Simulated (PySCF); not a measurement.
Technetium: a sound run and one with changed settings

Sound run: Tc [Kr] 4d5 5s2, Tc⁺ [Kr] 4d5 5s1. All numbers are calculated (PySCF 2.14, scalar relativity by spin-free X2C-1e, in x2c-TZVPall). In the sound run the correlated levels freeze [Kr]. The sound run starts from symmetry-adapted Hartree-Fock orbitals and uses a fine grid where one is needed.

Changed run: initial guess atom, at most 50 SCF cycles.

```json
{"species": "Tc", "method": "UHF", "sound run (hartree)": "-4283.04649", "changed run (hartree)": "-4283.01916", "converged": "yes"}
{"species": "Tc", "method": "M06-2X", "sound run (hartree)": "-4285.59897", "changed run (hartree)": "-4285.58242", "converged": "no"}
{"species": "Tc", "method": "PBE", "sound run (hartree)": "-4284.87725", "changed run (hartree)": "-4284.88714", "converged": "yes"}
{"species": "Tc⁺", "method": "UHF", "sound run (hartree)": "-4282.84294", "changed run (hartree)": "-4282.84294", "converged": "yes"}
{"species": "Tc⁺", "method": "M06-2X", "sound run (hartree)": "-4285.31472", "changed run (hartree)": "-4285.31472", "converged": "yes"}
{"species": "Tc⁺", "method": "PBE", "sound run (hartree)": "-4284.62425", "changed run (hartree)": "-4284.62425", "converged": "yes"}
{"species": "Tc⁺", "method": "MP2", "sound run (hartree)": "-4282.90549", "changed run (hartree)": "-4282.90549", "converged": "yes"}
```

The plain start fixes occupations by D2h representation alone, and Tc at UHF, Tc at PBE landed in another state (other ⟨L²⟩ or ⟨S²⟩).
